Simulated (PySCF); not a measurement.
**Se (selenium, neutral) across methods**

[Ar] 3d10 4s2 4p4, high-spin 3P determinant. All numbers are calculated (PySCF 2.14, the spin-free X2C one-electron Hamiltonian (Gaussian nucleus), in x2c-TZVPPall with one added diffuse shell each of s, p, d type (7s6p5d1f, 57 functions)).

```json
{"method": "PBE0", "E (hartree)": "-2429.526", "mean ε 4s β (eV)": "-17.649", "mean ε 4p α (eV)": "-8.425", "mean ε 4p β (eV)": "-6.854", "Σ⟨r²⟩ (bohr²)": "40.56", "⟨S²⟩": "2.004"}
{"method": "wB97M-V", "E (hartree)": "-2429.612", "mean ε 4s β (eV)": "-20.261", "mean ε 4p α (eV)": "-10.531", "mean ε 4p β (eV)": "-9.029", "Σ⟨r²⟩ (bohr²)": "40.88", "⟨S²⟩": "2.003"}
{"method": "LDA", "E (hartree)": "-2426.222", "mean ε 4s β (eV)": "-16.588", "mean ε 4p α (eV)": "-7.207", "mean ε 4p β (eV)": "-5.807", "Σ⟨r²⟩ (bohr²)": "40.78", "⟨S²⟩": "2.002"}
{"method": "M06-2X", "E (hartree)": "-2429.909", "mean ε 4s β (eV)": "-18.376", "mean ε 4p α (eV)": "-9.492", "mean ε 4p β (eV)": "-7.951", "Σ⟨r²⟩ (bohr²)": "40.86", "⟨S²⟩": "2.006"}
{"method": "UHF", "E (hartree)": "-2428.06707", "mean ε 4s β (eV)": "-20.798", "mean ε 4p α (eV)": "-11.589", "mean ε 4p β (eV)": "-9.439", "Σ⟨r²⟩ (bohr²)": "40.81", "⟨S²⟩": "2.010"}
{"method": "B3LYP", "E (hartree)": "-2429.851", "mean ε 4s β (eV)": "-17.584", "mean ε 4p α (eV)": "-8.070", "mean ε 4p β (eV)": "-6.683", "Σ⟨r²⟩ (bohr²)": "40.79", "⟨S²⟩": "2.003"}
{"method": "PBE", "E (hartree)": "-2429.475", "mean ε 4s β (eV)": "-16.217", "mean ε 4p α (eV)": "-7.132", "mean ε 4p β (eV)": "-5.700", "Σ⟨r²⟩ (bohr²)": "40.83", "⟨S²⟩": "2.003"}
{"method": "r2SCANh", "E (hartree)": "-2429.781", "mean ε 4s β (eV)": "-16.889", "mean ε 4p α (eV)": "-8.006", "mean ε 4p β (eV)": "-6.411", "Σ⟨r²⟩ (bohr²)": "40.40", "⟨S²⟩": "2.005"}
{"method": "r2SCAN", "E (hartree)": "-2429.790", "mean ε 4s β (eV)": "-16.333", "mean ε 4p α (eV)": "-7.540", "mean ε 4p β (eV)": "-5.983", "Σ⟨r²⟩ (bohr²)": "40.42", "⟨S²⟩": "2.005"}
```
